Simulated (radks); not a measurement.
Spherical quantum dot in the effective-mass picture: electrons in a hard-walled sphere of radius 10.2, all in effective atomic units (hartree* = m*/eps^2 hartree, bohr* = eps/m* bohr), one dielectric constant everywhere. Method: non-relativistic Kohn-Sham, LDA (Slater exchange, Perdew-Wang correlation), spin-polarised, spherical densities; computed with a radial shooting solver with Libxc functionals. Levels are named by radial order and angular momentum (1s, 1p, 1d, 2s, ...), and open shells are averaged over m. Results are scaled to m* = 0.058 and eps = 17.9, for which hartree* = 4.926 meV and bohr* = 16.33 nm.

N = 10, configuration 1s2 1p6 1d(up 2, down 0). This is the lowest configuration that the search found (a dilute case). Occupied and some empty levels:

level    occupation  eigenvalue (meV)  <r> (nm)
1s up             1            5.8596     117.2
1s down           1            5.9108     116.8
1p up             3            5.9687     119.6
1p down           3            6.0212     119.4
1d up             2            6.1693     122.2
1d down           0            6.2228     122.1
1f up             0            6.4509     124.7
1f down           0            6.5052     124.7
2s up             0            6.9056     77.04
2s down           0            6.9263     76.61
2p up             0            7.2591     89.00
2p down           0            7.2868     88.68

Energy (meV): total 31.0660, kinetic 6.8598, external 0, Hartree 31.072, exchange-correlation -6.8654.
